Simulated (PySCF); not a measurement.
## Spin states of ZrB

Unrestricted PBE0; basis Zr x2c-TZVPPall, B x2c-TZVPPall; spin-free X2C with a Gaussian nucleus; PySCF 2.14. Outer shells of the fragments: Zr 4d2 5s2; B 2s2 2p1.

Followed along the bond (rough minima from three points):

```csv
2Ms+1,unpaired,⟨S²⟩ at the start,R at minimum (Å),Te (eV)
6,"σ ↑↑, π ↑↑, δ ↑",8.75,2.15,0.00
4,"σ ↑↑, π ↑",3.86,2.01,0.34
4,"σ ↑, π ↑↑",4.58,2.13,0.36
2,"σ ↓, π ↑↑",2.59,2.12,0.73
2,"π ↑↓, δ ↑",n/a,2.18,0.78
4,"π ↑↑, δ ↑",4.69,2.18,0.78
```

Solutions found at the starting distance of 2.220 Å, counted from the lowest of them; the search is not exhaustive and high or unbound solutions are not listed, so other states can lie among these:

```json
{"2Ms+1": "6", "unpaired": "σ ↑↑, π ↑↑, δ ↑", "term": "⁶Δ", "E (eV)": "0.00", "⟨S²⟩": "8.75", "⟨Lz²⟩": "4.01", "μ (D)": "-3.81"}
{"2Ms+1": "4", "unpaired": "σ ↑, π ↑↑", "term": "mixed", "E (eV)": "0.38", "⟨S²⟩": "4.58", "⟨Lz²⟩": "2.35", "μ (D)": "-3.28"}
{"2Ms+1": "4", "unpaired": "σ ↑↑, π ↑", "term": "mixed", "E (eV)": "0.60", "⟨S²⟩": "3.86", "⟨Lz²⟩": "1.74", "μ (D)": "-4.33"}
{"2Ms+1": "2", "unpaired": "σ ↓, π ↑↑", "term": "mixed", "E (eV)": "0.75", "⟨S²⟩": "2.59", "⟨Lz²⟩": "2.35", "μ (D)": "-2.99"}
{"2Ms+1": "2", "unpaired": "π ↑↓, δ ↑", "term": "mixed", "E (eV)": "0.75", "⟨S²⟩": "2.75", "⟨Lz²⟩": "6.02", "μ (D)": "-3.65"}
{"2Ms+1": "4", "unpaired": "π ↑↑, δ ↑", "term": "mixed", "E (eV)": "0.76", "⟨S²⟩": "4.69", "⟨Lz²⟩": "4.00", "μ (D)": "-2.54"}
```

A term symbol is given only where ⟨S²⟩ and ⟨Lz²⟩ are close to those of a pure state; real π, δ and φ orbitals otherwise mix terms. A positive dipole means Zr(−)B(+).

Q: Compare the gap between the two lowest followed solutions at the starting distance with the gap between their minima.

A: At PBE0 the second solution (quartet, unpaired electrons σ ↑↑, π ↑) lies +0.60 eV from the first (sextet, unpaired electrons σ ↑↑, π ↑↑, δ ↑) at 2.220 Å and +0.34 eV at the minima; the two curves relax by different amounts, since their minima lie near 2.01 and 2.15 Å.

Spin–orbit coupling is left out. The state is the lowest single determinant that the PBE0 search found; with open d or f shells the true ground state can be another one.
